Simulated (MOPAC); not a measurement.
MOPAC input (PM6):

```
PM6 1SCF CHARGE=-1 GEO-OK AUX(PRECISION=9) THREADS=1
H2F3Si2

F    -2.28438100 1    0.89211400 1   -0.55322800 1
Si   -1.30877200 1   -0.21792500 1    0.19425600 1
Si    1.07689900 1   -0.08226200 1   -0.54454400 1
F     1.52699700 1   -1.39324400 1    0.41842200 1
F     1.52588500 1    1.14490500 1    0.51496500 1
H    -1.97530300 1   -1.52681900 1   -0.16646100 1
H    -1.69497800 1   -0.06453100 1    1.64906800 1
```

From the output:

```
                                                       MOPAC v23.2.5 Linux

          FINAL HEAT OF FORMATION =       -258.22914 KCAL/MOL =   -1080.43072 KJ/MOL

          COSMO AREA              =        132.98 SQUARE ANGSTROMS
          COSMO VOLUME            =        127.80 CUBIC ANGSTROMS

          IONIZATION POTENTIAL    =          2.283942 EV
          HOMO LUMO ENERGIES (EV) =         -2.284  3.511
          NO. OF FILLED LEVELS    =         16
          MOLECULAR WEIGHT        =        115.1820         POINT GROUP:  C1

          MOLECULAR DIMENSIONS (Angstroms)

            Atom       Atom       Distance
            F     4    F     1     4.54902
            H     6    F     5     4.10419
            H     7   Si     3     2.75394

          SCF CALCULATIONS        =          1

   ATOM   CHEMICAL          X               Y               Z
  NUMBER   SYMBOL      (ANGSTROMS)     (ANGSTROMS)     (ANGSTROMS)

     1       F         -2.28438100  *   0.89211400  *  -0.55322800  *
     2      Si         -1.30877200  *  -0.21792500  *   0.19425600  *
     3      Si          1.07689900  *  -0.08226200  *  -0.54454400  *
     4       F          1.52699700  *  -1.39324400  *   0.41842200  *
     5       F          1.52588500  *   1.14490500  *   0.51496500  *
     6       H         -1.97530300  *  -1.52681900  *  -0.16646100  *
     7       H         -1.69497800  *  -0.06453100  *   1.64906800  *

                             CARTESIAN COORDINATES

   1    F       -2.284381000     0.892114000    -0.553228000
   2   Si       -1.308772000    -0.217925000     0.194256000
   3   Si        1.076899000    -0.082262000    -0.544544000
   4    F        1.526997000    -1.393244000     0.418422000
   5    F        1.525885000     1.144905000     0.514965000
   6    H       -1.975303000    -1.526819000    -0.166461000
   7    H       -1.694978000    -0.064531000     1.649068000

           Empirical Formula: H2 F3 Si2  =     7 atoms

      MOLECULAR POINT GROUP   :   C1

                  EIGENVALUES
 -35.35664 -34.29627 -34.25883 -14.49412 -12.39691 -11.29826 -11.25620 -10.61892
 -10.41494 -10.36518 -10.05794  -9.90417  -9.59233  -7.26376  -6.00140  -2.28394
   3.51077   3.88879   4.24929   4.55582   4.94633   5.35738   5.79059   5.83287
   6.65876   6.73561   6.87252   7.00355   7.80256   8.32929   8.38035   8.91050

              NET ATOMIC CHARGES AND DIPOLE CONTRIBUTIONS

  ATOM NO.   TYPE          CHARGE      No. of ELECS.   s-Pop       p-Pop       d-Pop
    1          F          -0.440638        7.4406     1.93792     5.50272
    2         Si           0.164658        3.8353     1.35901     1.81623     0.66010
    3         Si           0.223896        3.7761     1.77158     1.34971     0.65482
    4          F          -0.444080        7.4441     1.94174     5.50234
    5          F          -0.440056        7.4401     1.94127     5.49879
    6          H          -0.032433        1.0324     1.03243
    7          H          -0.031348        1.0313     1.03135
 DIPOLE           X         Y         Z       TOTAL
 POINT-CHG.    -0.779    -1.258    -1.511     2.115
 HYBRID        -1.419     0.689     2.025     2.567
 SUM           -2.197    -0.569     0.514     2.327

          ATOMIC ORBITAL ELECTRON POPULATIONS

     Atom    s        px        py        pz      x^2-y^2     xz        z^2       yz        xy
    1  F   1.93792   1.83670   1.80332   1.86269
    2 Si   1.35901   0.66037   0.50669   0.64917   0.16217   0.08231   0.20830   0.07269   0.13463
    3 Si   1.77158   0.53278   0.21051   0.60642   0.17608   0.07225   0.13571   0.18660   0.08419
    4  F   1.94174   1.89191   1.76293   1.84749
    5  F   1.94127   1.89583   1.77633   1.82663
    6  H   1.03243
    7  H   1.03135

 **********************
 *                    *
 * JOB ENDED NORMALLY *
 *                    *
 **********************

 == MOPAC DONE ==
```

The dipole moment of an ion depends on the origin.

The geometry given is a B3LYP-D3(BJ)/def2-TZVP minimum.
